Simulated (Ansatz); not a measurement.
`F[SiH]([SiH3])O[SiH3]` + H–F → `F[SiH](F)O[SiH3]` + SiH₄ at 700 K and 1 bar (cleavage of the Si–Si bond).

Computed with Ansatz on PBE0-D4/def2-TZVP structures; ΔE is electronic, products minus reactants. CCSD(T)/CBS adds triple-zeta CCSD(T) − MP2 to the extrapolated MP2 energy (def2 sets, frozen cores). This one scheme is used for every species. Each species was taken in one conformer, which may not be the lowest.

| species | CCSD(T)/CBS energy (Eh) | H − E (kJ/mol) | S (J/(mol·K)) |
| --- | --- | --- | --- |
| `F[SiH]([SiH3])O[SiH3]` | -1046.55730 | 274.0 | 558.9 |
| H–F | -100.39570 | 45.2 | 198.5 |
| `F[SiH](F)O[SiH3]` | -855.55648 | 195.3 | 488.8 |
| SiH₄ | -291.46306 | 115.5 | 252.9 |

H − E and S are ideal-gas, rigid-rotor, harmonic terms from PBE0-D4/def2-TZVP, for one conformer and one mirror image of each species. 1 Eh = 2625.50 kJ/mol, R = 8.31446 J/(mol·K).

Problem. By hand: ΔE, ΔH, ΔS and ΔG.

Solution. ΔE = (-855.55648) + (-291.46306) − (-1046.55730) − (-100.39570) = -0.06654 Eh = -174.7 kJ/mol. Δ(H − E) = 195.3 + 115.5 − 274.0 − 45.2 = -8.4, so ΔH = -183.1 kJ/mol. ΔS = 488.8 + 252.9 − 558.9 − 198.5 = -15.7 J/(mol·K). ΔG = -183.1 − 700 × (-15.7)/1000 = -172.1 kJ/mol.

Problem. By hand: the equilibrium constant, and the temperature at which ΔG would vanish if ΔH and ΔS stayed fixed.

Solution. log₁₀ K = −ΔG/(RT ln 10) = 12.8. ΔG = 0 at ΔH/ΔS = 11662 K, far beyond where these terms or the molecules hold.

ΔH outweighs TΔS. A doubt of 5 kJ/mol in ΔE shifts log₁₀ K by 0.4 here. Other conformers and mirror images would add mixing entropy, several J/(mol·K) or more a flexible species. Modes under 60 cm⁻¹, often nearly free rotors, make the harmonic entropy too high. These are equilibria of isolated gas molecules and say nothing of rates. Largest T1 diagnostic: 0.013 (customary marks: 0.02 for closed shells, 0.045 for open ones).
